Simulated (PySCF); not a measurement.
C₄H₃FOS, SMILES Oc1cc(F)cs1.

Geometry: ωB97X-D3(BJ)/def2-SVP. The values are those of a single conformer.

Level of theory: PySCF with ωB97X/def2-TZVP.

Gas-phase values at a fixed geometry.

```yaml
total_energy: -727.51620 hartree
point_group: Cs
highest_occupied_level: -8.61 eV
lowest_empty_level: 1.84 eV
orbital_gap: 10.45 eV
dipole_moment: 2.18 D
quadrupole, principal values (traceless, Buckingham form, about the centre of nuclear charge): -5.21, 1.22, 3.99 D·Å
mean_static_polarisability: 63.7 bohr³ (9.44 Å³)
polarisability_principal_values: 39.3, 73.3, 78.6 bohr³
```
